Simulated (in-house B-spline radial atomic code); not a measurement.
Inner-shell binding energies (edges) and X-ray emission energies of free atoms and ions, as differences of relaxed hole-state energies with first-order Breit, QED and recoil terms, without correlation or multiplet splittings, in NIST's listed ground configurations. For neutral atoms such line energies lie within some 1 to 5 eV of tabulated X-ray lines (up to 20 eV for the heaviest). Removing outer electrons raises all edges nearly alike, so lines move far less than edges. K = 1s, L1 = 2s. A dash marks a subshell that is part filled or wasn't run, or a line left out. Computed with a B-spline radial code for spherical atoms: Dirac-Hartree-Fock, average of the configuration, finite nuclei.

```json
{"ion": "Al", "configuration": "[Ne] 3s2 3p1", "K edge (eV)": "1568.08", "L1 edge (eV)": "128.04"}
{"ion": "Al+", "configuration": "[Ne] 3s2", "K edge (eV)": "1578.46", "L1 edge (eV)": "138.01"}
{"ion": "Al3+", "configuration": "[He] 2s2 2p6", "K edge (eV)": "1607.86", "L1 edge (eV)": "165.31"}
{"ion": "Al4+", "configuration": "[He] 2s2 2p5", "K edge (eV)": "1654.7", "L1 edge (eV)": "197.75"}
{"ion": "Al5+", "configuration": "[He] 2s2 2p4", "K edge (eV)": "1706.15", "L1 edge (eV)": "232.54"}
{"ion": "Al6+", "configuration": "[He] 2s2 2p3", "K edge (eV)": "1762.14", "L1 edge (eV)": "269.63"}
{"ion": "Al7+", "configuration": "[He] 2s2 2p2", "K edge (eV)": "1822.59", "L1 edge (eV)": "308.98"}
```
